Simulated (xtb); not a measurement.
Job for xtb: GFN1-xTB on AsH5S (a complex), monomers drawn apart or pushed together.

```
$ xtb mol.xyz --gfn 1 --sp --chrg 0 --uhf 0
7

S      0.59242906     0.25363794    -0.78131233
H     -0.37094659     1.06903175    -0.32430636
H     -0.25053208    -0.78790158    -0.86331370
As    -0.63131285    -0.54102264     4.30006599
H     -0.07623341    -1.89314012     3.87137806
H     -0.65434990    -0.94875569     5.77221044
H      0.76157461     0.06138669     4.42104872
```

Output:

```
[...]
           -------------------------------------------------
          |                Calculation Setup                |
           -------------------------------------------------



molecular fragmentation (1/2 indicates fragments):
1112222
# atoms in fragment 1/2:     3     4
 fragment masses (1/2) :       34.08       77.95
CMA distance (Bohr)    :   9.967
constraining FC (au)   :  0.0500

           -------------------------------------------------
          |                 G F N 1 - x T B                 |
           -------------------------------------------------

        Reference                      10.1021/acs.jctc.7b00118
      * Hamiltonian:
        H0-scaling (s, p, d)           1.850000    2.250000    2.000000
        zeta-weighting                 0.000000
      * Dispersion:
        s8                             2.400000
        a1                             0.630000
        a2                             5.000000
        s9                             0.000000
      * Repulsion:
        kExp                           1.500000
        rExp                           1.000000
      * Coulomb:
        alpha                          2.000000
        third order                    atomic
        anisotropic                    false
      * Halogen bond correction:
        rad-scale                      1.300000
        damping                        0.440000


          ...................................................
          :                      SETUP                      :
          :.................................................:
          :  # basis functions                  30          :
          :  # atomic orbitals                  28          :
          :  # shells                           16          :
          :  # electrons                        16          :
          :  # halogen bonds                     0          :
          :  max. iterations                   250          :
          :  Hamiltonian                  GFN1-xTB          :
          :  restarted?                      false          :
          :  GBSA solvation                  false          :
          :  PC potential                    false          :
          :  electronic temp.          300.0000000     K    :
          :  accuracy                    1.0000000          :
          :  -> integral cutoff          0.2500000E+02      :
          :  -> integral neglect         0.1000000E-07      :
          :  -> SCF convergence          0.1000000E-05 Eh   :
          :  -> wf. convergence          0.2000000E-04 e    :
          :  Broyden damping             0.4000000          :
          :  net charge                          0          :
          :  unpaired electrons                  0          :
          ...................................................

 iter      E             dE          RMSdq      gap      omega  full diag
   1     -8.7015847 -0.870158E+01  0.251E+00    5.69       0.0  T
   2     -8.7343511 -0.327664E-01  0.227E+00    3.99       1.0  T
   3     -8.7717819 -0.374307E-01  0.681E-01    5.16       1.0  T
   4     -8.7716962  0.856666E-04  0.141E-01    5.70       1.0  T
   5     -8.7718174 -0.121240E-03  0.201E-02    5.76       1.9  T
   6     -8.7718217 -0.426453E-05  0.237E-03    5.74      15.9  T
   7     -8.7718217 -0.250799E-07  0.839E-04    5.74      45.1  T
   8     -8.7718217 -0.421672E-08  0.285E-05    5.74    1327.3  T
   9     -8.7718217 -0.265210E-11  0.212E-06    5.74   17832.9  T

   *** convergence criteria satisfied after 9 iterations ***

         #    Occupation            Energy/Eh            Energy/eV
      -------------------------------------------------------------
         1        2.0000           -0.8452028             -22.9991
         2        2.0000           -0.7098668             -19.3165
         3        2.0000           -0.5267373             -14.3333
         4        2.0000           -0.5002040             -13.6112
         5        2.0000           -0.4750684             -12.9273
         6        2.0000           -0.4749352             -12.9236
         7        2.0000           -0.4223360             -11.4923
         8        2.0000           -0.4026815             -10.9575 (HOMO)
         9                         -0.1917277              -5.2172 (LUMO)
        10                         -0.1912659              -5.2046
        11                         -0.1438995              -3.9157
        12                         -0.1361894              -3.7059
        13                         -0.0805436              -2.1917
       ...                                ...                  ...
        28                          0.7928251              21.5739
      -------------------------------------------------------------
                  HL-Gap            0.2109538 Eh            5.7403 eV
             Fermi-level           -0.2972046 Eh           -8.0873 eV

 SCC (total)                   0 d,  0 h,  0 min,  0.010 sec
 SCC setup                      ...        0 min,  0.000 sec (  1.635%)
 Dispersion                     ...        0 min,  0.000 sec (  0.730%)
 classical contributions        ...        0 min,  0.000 sec (  0.320%)
 integral evaluation            ...        0 min,  0.003 sec ( 25.419%)
 iterations                     ...        0 min,  0.003 sec ( 30.689%)
 molecular gradient             ...        0 min,  0.004 sec ( 38.463%)
 printout                       ...        0 min,  0.000 sec (  2.469%)

         :::::::::::::::::::::::::::::::::::::::::::::::::::::
         ::                     SUMMARY                     ::
         :::::::::::::::::::::::::::::::::::::::::::::::::::::
         :: total energy              -8.741506209640 Eh    ::
         :: gradient norm              0.029060774613 Eh/a0 ::
         :: HOMO-LUMO gap              5.740345962745 eV    ::
         ::.................................................::
         :: SCC energy                -8.771821717696 Eh    ::
         :: -> electrostatic           0.007815463343 Eh    ::
         :: repulsion energy           0.031520930300 Eh    ::
         :: dispersion energy         -0.001205422245 Eh    ::
         :: halogen bond corr.         0.000000000000 Eh    ::
         :: add. restraining           0.000000000000 Eh    ::
         :: total charge               0.000000000000 e     ::
         :::::::::::::::::::::::::::::::::::::::::::::::::::::

           -------------------------------------------------
          |                Property Printout                |
           -------------------------------------------------

    * Orbital Energies and Occupations

         #    Occupation            Energy/Eh            Energy/eV
      -------------------------------------------------------------
         1        2.0000           -0.8452028             -22.9991
         2        2.0000           -0.7098668             -19.3165
         3        2.0000           -0.5267373             -14.3333
         4        2.0000           -0.5002040             -13.6112
         5        2.0000           -0.4750684             -12.9273
         6        2.0000           -0.4749352             -12.9236
         7        2.0000           -0.4223360             -11.4923
         8        2.0000           -0.4026815             -10.9575 (HOMO)
         9                         -0.1917277              -5.2172 (LUMO)
        10                         -0.1912659              -5.2046
        11                         -0.1438995              -3.9157
        12                         -0.1361894              -3.7059
        13                         -0.0805436              -2.1917
        14                         -0.0798548              -2.1730
        15                         -0.0789870              -2.1493
Note: The following floating-point exceptions are signalling: IEEE_DENORMAL
normal termination of xtb
        16                         -0.0689843              -1.8772
        17                         -0.0682323              -1.8567
        18                         -0.0677288              -1.8430
        19                         -0.0635189              -1.7284
       ...                                ...                  ...
        28                          0.7928251              21.5739
      -------------------------------------------------------------
                  HL-Gap            0.2109538 Eh            5.7403 eV
             Fermi-level           -0.2972046 Eh           -8.0873 eV

  Mulliken/CM5 charges         n(s)   n(p)   n(d)
     1S    -0.24256 -0.37231   1.909  4.343 -0.009
     2H     0.12203  0.18692   0.878  0.000  0.000
     3H     0.12245  0.18731   0.878  0.000  0.000
     4As    0.07391 -0.10088   1.801  3.059  0.066
     5H    -0.02554  0.03291   1.026  0.000  0.000
     6H    -0.02620  0.03158   1.026  0.000  0.000
     7H    -0.02409  0.03446   1.024  0.000  0.000

Wiberg/Mayer (AO) data.
largest (>0.10) Wiberg bond orders for each atom

 ---------------------------------------------------------------------------
     #   Z sym  total        # sym  WBO       # sym  WBO       # sym  WBO
 ---------------------------------------------------------------------------
     1  16 S    1.980 --     2 H    0.988     3 H    0.988
     2   1 H    0.989 --     1 S    0.988
     3   1 H    0.989 --     1 S    0.988
     4  33 As   2.984 --     5 H    0.993     7 H    0.993     6 H    0.993
     5   1 H    1.000 --     4 As   0.993
     6   1 H    1.000 --     4 As   0.993
     7   1 H    1.000 --     4 As   0.993
 ---------------------------------------------------------------------------

Topologies differ in total number of bonds
Writing topology from bond orders to xtbtopo.mol

 dipole moment from electron density (au)
     X       Y       Z
  -0.4889  -0.1314   0.1697  total (Debye):    1.357


           -------------------------------------------------
          | TOTAL ENERGY               -8.741506209640 Eh   |
          | GRADIENT NORM               0.029060774613 Eh/α |
          | HOMO-LUMO GAP               5.740345962745 eV   |
           -------------------------------------------------

------------------------------------------------------------------------
------------------------------------------------------------------------
 total:
 SCF:
```

The run finished.

Cost: around 0.06 core-seconds (rough).
